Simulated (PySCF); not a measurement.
Harmonic spectrum computed at PBE0 in the def2-TZVP basis family (core potentials from Rb on, PySCF, no spin–orbit coupling):

```tsv
ω (cm⁻¹)	IR (km/mol)
468	59.5
626	11.2
998	1.4
1179	33.5
1502	180
2481	14.7
```

Task: Which molecule gave it? In each, all ligands are bound to the one heavy central atom.
A. HSO₂ (doublet)
B. HIO₂ (singlet)
C. HAsO₂ (singlet)
D. HMoO₂ (doublet)
E. HPO₂ (singlet)

Result: E. It has C2v symmetry with P–H 1.406 Å, P–O 1.451 Å (×2).
